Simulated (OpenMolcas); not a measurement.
# Sm2+: from RASSCF to RASPT2

```yaml
Program: OpenMolcas 26.06
Basis: ANO-R2 [8s6p5d3f1g]
Scalar_Hamiltonian: X2C, finite nucleus
Active_space: 6 electrons in 12 orbitals (RAS2 4f; RAS3 5d, at most 1 electron)
State_averaging: 2S+1 = 7 even, 7 roots; 2S+1 = 5 even, 140 roots (62 in the spin-orbit step); 2S+1 = 3 even, 127 roots kept (CI in the orbitals of an earlier block, 0 in the spin-orbit step); 2S+1 = 1 even, 121 roots kept (CI in the orbitals of an earlier block, 0 in the spin-orbit step); 2S+1 = 7 odd, 105 roots (90 in the spin-orbit step); 2S+1 = 5 odd, 128 roots kept (CI in the orbitals of an earlier block, 100 in the spin-orbit step); 2S+1 = 3 odd, 127 roots kept (CI in the orbitals of an earlier block, 0 in the spin-orbit step); 2S+1 = 1 odd, 130 roots kept (CI in the orbitals of an earlier block, 0 in the spin-orbit step)
Spin-orbit_coupling: state interaction with AMFI integrals over the reference wave functions, term energies averaged over their components
```

Methods on the same reference wave functions:
A. RASSCF
B. SS-RASPT2, IPEA 0.25 Eh, imaginary shift 0.1 Eh (closed shells correlated: 5s 5p)

Energies in cm-1 above 4f6 7F0, the measured ground level; measured values from Martin, Zalubas and Hagan, Atomic Energy Levels: The Rare-Earth Elements, NSRDS-NBS 60 (1978).

```tsv
Level	A	B	Measured
4f6 7F0	0.0	0.0	0.0
4f6 7F1	268	297	293
4f6 7F2	771	845	814
4f6 7F3	1458	1573	1493
4f6 7F4	2278	2410	2278
4f6 7F5	3198	3320	3132
4f6 7F6	4212	4310	4027
4f5 5d 7K* 4	9280	25290	
4f5 5d 7K* 5	10263	26270	
4f6 5D0	20355	16390	
4f6 5D1	21043	17040	
4f6 5D2	22463	18400	
4f6 5D3	24693	20570	
4f6 5L6	26501	24500	
4f6 5L7	26996	24990
```

Deviations, from unrounded energies. A percentage is the sum of absolute deviations over the sum of measured energies, with the sign that they share, or ± where signs differ.

```
                  Against measurement  Levels     A     B
       mean absolute deviation (cm-1)       6    59   120
fine structure of the ground term (%)       6  ±2.9  +6.0
```

A lies closest to measurement on these levels. The largest miss of A in the table is 4f6 7F6, by +180 cm-1. The ranking rests on the paired levels alone, and a cruder setting can come out closer through cancelling errors.

From A to B the spin-free energies of the other terms of 4f6 shown, above 7F, scale by factors of 0.80 to 0.91, as is usual when dynamic correlation screens the repulsion within a d or f shell.

The lowest spin-free term lies below A's lowest term by 0.437 hartree in B.

CASPT2 does not keep the components of a term degenerate, so their means are used; among the terms shown or strongly mixed into the levels shown the widest spread is 110 cm-1 (4f5 5d 7K*, B). High states are left out of the spin-orbit mixing, which shifts the levels that they would mix with. Without dynamic correlation excited terms often stand tens of per cent too high (terms of higher spin than the ground term too low), and those without a measured partner can miss by more than the paired ones (holds for A). Each CASPT2 term energy is a mean over a sample of three components (holds for B). Measured partners are found by configuration, term and J. A level has none where our copy of the source lacks it or the pairing is in doubt (some pairs that miss far off the trend of their configuration count as doubtful), and it then counts in no deviation. Only configurations of the active space appear. Levels that lie high or do not pair safely by name in every column are left out.

* marks odd parity.
